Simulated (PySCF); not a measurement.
From one molecule to another.

First species: C4H9N3Si.
Cartesian coordinates in Å at the GFN2-xTB level; atoms count from 1:
```xyz
17
C4H9N3Si angstrom
C     -2.458    0.556    0.920
C     -1.910    0.177   -0.457
C     -0.493   -0.261   -0.354
C      0.023   -1.543   -0.070
N      1.336   -1.463   -0.041
N      1.617   -0.194   -0.294
Si     3.249    0.463   -0.278
N      0.539    0.553   -0.485
H     -1.877    1.373    1.341
H     -3.496    0.870    0.838
H     -2.404   -0.293    1.599
H     -1.964    1.041   -1.121
H     -2.506   -0.634   -0.881
H     -0.493   -2.466    0.095
H      3.567    0.845    1.098
H      3.174    1.618   -1.165
H      4.087   -0.630   -0.755
```

Second species: C₆H₉N₃S.
SMILES: `C=CCn1ncc(SC)n1`

Levels: PBE0/pcSseg-1 for dipole moment, HOMO energy, LUMO energy and HOMO–LUMO gap; GFN2-xTB for rotational constant A and rotational constant C. Geometries: GFN2-xTB. All species are isolated and taken at one optimised geometry, non-relativistic unless stated. Electronic properties by PySCF.

The conformers computed, where there is a choice (atom-mapped SMILES and torsion angles):
- `[CH3:1][CH2:2][c:3]1[cH:4][n:5][n:6]([SiH3:7])[n:8]1`: C1–C2–C3–C4 86°
- `[CH2:1]=[CH:2][CH2:3][n:4]1[n:5][cH:6][c:7]([S:8][CH3:9])[n:10]1`: C1–C2–C3–N4 -127°, C2–C3–N4–N5 -78°, C6–C7–S8–C9 179°

| property | column X | column Y |
| --- | --- | --- |
| dipole moment | 1.92 D | 0.42 D |
| HOMO energy | -6.21 eV | -7.49 eV |
| LUMO energy | -0.26 eV | -0.22 eV |
| HOMO–LUMO gap | 5.95 eV | 7.27 eV |
| rotational constant A | 2.381 GHz | 4.557 GHz |
| rotational constant C | 0.534 GHz | 0.851 GHz |

(1) Which column belongs to which species?

(2) How does each property change from the first species to the second?

Answers

(1) Column X is the second species and column Y the first. The first has 17 atoms and 68 electrons, the second 19 and 82.

(2) dipole moment +1.50 D; HOMO energy +1.28 eV; LUMO energy -0.04 eV; HOMO–LUMO gap -1.32 eV; rotational constant A -2.176 GHz; rotational constant C -0.317 GHz.

On the first: In atomic units the dipole is 0.17 e·bohr (1 au = 2.5417 D).

On the second: A dipole of 1.92 D is allowed in C1, and pure rotational transitions are dipole-allowed. In atomic units the dipole is 0.75 e·bohr (1 au = 2.5417 D).
